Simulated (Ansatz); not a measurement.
Reaction (hydrogenolysis of a Ge–F bond): `C[O][GeH]([F])[AlH2]` + H₂ → `C[O][GeH2][AlH2]` + H–F

Gas-phase electronic energies from Ansatz, PBE0-D4/def2-TZVP geometries. CCSD(T)/CBS is the MP2 limit (def2-TZVPP, def2-QZVPP) plus CCSD(T) − MP2 in def2-TZVPP, frozen cores. This one scheme is used for every species. Functionals use def2-TZVPP. B3LYP here is the variant with VWN-RPA as its local correlation; programs differ in this. For Ge outer-core shells are correlated without core-valence functions, which leaves a few kJ/mol of doubt a bond. Scalar relativity is left out up to krypton. Each species was taken in one conformer, which may not be the lowest.

| level | ΔE (kJ/mol) | difference from CCSD(T)/CBS |
| --- | --- | --- |
| PBE-D4 | 59.8 | 1.9 |
| r2SCAN-D4 | 67.2 | 9.3 |
| B3LYP-D4 | 67.1 | 9.2 |
| PBE | 59.3 | 1.4 |
| B3LYP | 66.3 | 8.4 |
| HF/def2-TZVPP | 64.4 | 6.5 |
| CCSD/def2-TZVPP | 57.0 | -0.9 |
| MP2/def2-QZVPP | 63.0 | 5.1 |
| SCS-MP2/def2-QZVPP | 66.0 | 8.1 |
| HF/CBS(def2) | 66.1 | 8.2 |
| CCSD(T)/CBS | 57.9 | 0 |

Largest T1 diagnostic among the species: 0.012.

From PBE to PBE0 (25 % exact exchange), in def2-TZVPP and without D4, ΔE moves by −5.5 kJ/mol.
